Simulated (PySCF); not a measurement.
A side-by-side comparison of computed properties.

First species: C3H5F3S.
SMILES: `C[C@@H](S)C(F)(F)F`

Second species: C₇H₈.
Numbering: `[CH3:1][C:2]#[C:3][CH2:4][C:5]#[C:6][CH3:7]` (hydrogens: H8, H9, H10 on C1; H11, H12 on C4; H13, H14, H15 on C7)

Levels: PBE0/def2-SVPD for dipole moment, HOMO energy, LUMO energy, HOMO–LUMO gap, static isotropic polarisability and electronic spatial extent ⟨r²⟩ about the centre of nuclear charge; TDDFT PBE0/def2-SVPD for lowest singlet excitation; TDA PBE0/def2-SVPD for lowest triplet excitation (Tamm–Dancoff); GFN2-xTB for rotational constant A and rotational constant C. Geometries: GFN2-xTB. All species are isolated and taken at one optimised geometry, non-relativistic unless stated; the electronic structure was computed with PySCF and density fitting.

Dipoles, sizes and rotational constants follow the conformer. The torsions of the flexible species, by atom-mapped SMILES:
- `[CH3:1][C@@H:2]([SH:3])[C:4]([F:5])([F:6])[F:7]`: C1–C2–C4–F5 179°, H–S3–C2–C1 60°

Values for the first species:

* Dipole moment: 2.11 D
* HOMO energy: -7.43 eV
* LUMO energy: 0.04 eV
* HOMO–LUMO gap: 7.47 eV
* Lowest singlet excitation: 5.74 eV
* Lowest triplet excitation (Tamm–Dancoff): 5.19 eV
* Static isotropic polarisability: 60.2 au
* Electronic spatial extent ⟨r²⟩ about the centre of nuclear charge: 861 bohr²
* Rotational constant A: 3.045 GHz
* Rotational constant C: 1.426 GHz

Question: Estimate the same properties for the second species, and the change in each.

Answer: 
```json
{"property": "dipole moment", "first": "2.11 D", "second": "0.39 D", "second less first": "-1.72 D"}
{"property": "HOMO energy", "first": "-7.43 eV", "second": "-7.08 eV", "second less first": "+0.35 eV"}
{"property": "LUMO energy", "first": "0.04 eV", "second": "0.67 eV", "second less first": "+0.63 eV"}
{"property": "HOMO–LUMO gap", "first": "7.47 eV", "second": "7.75 eV", "second less first": "+0.28 eV"}
{"property": "lowest singlet excitation", "first": "5.74 eV", "second": "6.50 eV", "second less first": "+0.76 eV"}
{"property": "lowest triplet excitation (Tamm–Dancoff)", "first": "5.19 eV", "second": "5.43 eV", "second less first": "+0.24 eV"}
{"property": "static isotropic polarisability", "first": "60.2 au", "second": "82.7 au", "second less first": "+22.5 au"}
{"property": "electronic spatial extent ⟨r²⟩ about the centre of nuclear charge", "first": "861 bohr²", "second": "1299 bohr²", "second less first": "+438 bohr²"}
{"property": "rotational constant A", "first": "3.045 GHz", "second": "6.473 GHz", "second less first": "+3.428 GHz"}
{"property": "rotational constant C", "first": "1.426 GHz", "second": "0.886 GHz", "second less first": "-0.540 GHz"}
```

On the first: The 6 singlets span 5.74 to 8.26 eV, and their oscillator strengths add up to 0.13. The polarisability is 8.91 Å³ as a volume (1 au = 0.148185 Å³), or 0.91 au for each of the 66 electrons.

On the second: S1 lies 1.25 eV below the HOMO–LUMO gap. The vertical singlet–triplet gap S1 − T1 is 1.07 eV (TDDFT singlet less Tamm–Dancoff triplet).
